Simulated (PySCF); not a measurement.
Cartesian coordinates (Å):
```xyz
16

Nb    -0.0210     0.1751    -0.0930
N      1.2388    -0.9943    -1.1388
H      1.0220    -1.9359    -1.4556
H      2.2417    -0.8253    -1.1855
N      1.6945     0.9643     0.6450
H      1.7182     1.9304     0.9764
H      2.5154     0.4846     1.0117
N     -0.6627     0.0086     1.8064
H     -1.5143    -0.4873     2.0624
H     -0.0811     0.1626     2.6263
N     -1.4643    -1.2016    -0.4575
H     -1.6565    -2.0711     0.0382
H     -1.9115    -1.2544    -1.3745
N     -0.7413     1.7301    -1.0870
H     -1.5676     2.2638    -0.8213
H     -0.3429     2.1179    -1.9407
```
Charge 0, multiplicity 1.

Question: Give the charge on the central atom (Mulliken), HOMO–LUMO gap and HOMO at the level PySCF 2.14.0 with TPSSh-D3(BJ)/def2-TZVP // r2SCAN-D4/def2-SVP.

Answer: 
* **charge on the central atom (Mulliken)**: 1.77 e
* **HOMO–LUMO gap**: 4.36 eV
* **HOMO**: -5.69 eV
